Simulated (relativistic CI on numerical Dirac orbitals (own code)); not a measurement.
**Sensitivity of the levels of Ca14+ to α and to the nuclear radius**

Method of calculation: Dirac-Coulomb-Breit CI, orbitals from a KLI potential per configuration, derivatives by finite differences, unscaled Slater integrals, QED left out (own radial code, finite nucleus).

Configurations in the expansion (outside the closed core 1s2): 2s2.2p2, 2s.2p3, 2p4, 2p3.3s, 2p3.3p, 2p3.3d, 2s2.2p.3s, 2s2.2p.3p. Levels of other configurations are missing.

With x = (α/α₀)² − 1 an excitation energy changes as ω = ω₀ + qx; K = 2q/ω₀ is the relative enhancement. Terms are leading LS components, so labels can repeat. The field-shift factor is F = δν/δ⟨r²⟩ for the transition from the lowest level.

Lowest level 2s2.2p2 3P_0.

| Level | ω₀ (cm⁻¹) | q (cm⁻¹) | K | F (GHz/fm²) |
| --- | --- | --- | --- | --- |
| 2s2.2p2 3P_1 | 17550 | 22580 | 2.57 | 0.0144 |
| 2s2.2p2 3P_2 | 35969 | 37150 | 2.07 | -0.0186 |
| 2s2.2p2 1D_2 | 111068 | 41580 | 0.749 | 0.0117 |
| 2s2.2p2 1S_0 | 194121 | 47280 | 0.487 | -1.31 |
| 2s.2p3 5S°_2 | 265028 | 61790 | 0.466 | -26.8 |
| 2s.2p3 3D°_2 | 498386 | 57380 | 0.23 | -27.3 |
| 2s.2p3 3D°_1 | 499372 | 58480 | 0.234 | -27.3 |
| 2s.2p3 3D°_3 | 501839 | 64980 | 0.259 | -27.3 |
| 2s.2p3 3P°_0 | 583744 | 67290 | 0.231 | -27.3 |
| 2s.2p3 3P°_1 | 584823 | 69840 | 0.239 | -27.3 |
| 2s.2p3 3P°_2 | 587632 | 75300 | 0.256 | -27.3 |
| 2s.2p3 3S°_1 | 736696 | 62460 | 0.17 | -29.1 |
| 2s.2p3 1D°_2 | 740864 | 70860 | 0.191 | -28.5 |
| 2s.2p3 1P°_1 | 825341 | 79260 | 0.192 | -28.5 |
| 2p4 3P_2 | 1122027 | 82840 | 0.148 | -55.2 |
| 2p4 3P_1 | 1148000 | 111400 | 0.194 | -55.3 |
| 2p4 3P_0 | 1154385 | 112700 | 0.195 | -55.3 |
| 2p4 1D_2 | 1216934 | 104200 | 0.171 | -55.2 |
| 2p4 1S_0 | 1375355 | 109200 | 0.159 | -53.8 |
| 2s2.2p.3s 3P°_0 | 4081379 | 7744 | 0.00379 | 11.3 |
| 2s2.2p.3s 3P°_1 | 4086327 | 9479 | 0.00464 | 11.3 |
| 2s2.2p.3s 3P°_2 | 4117505 | 44330 | 0.0215 | 11.2 |
| 2s2.2p.3s 1P°_1 | 4134924 | 42620 | 0.0206 | 11.1 |

At this charge energies of transitions that change n are usually good to better than 1 %, and those within a shell (Δn = 0) to a few per cent.
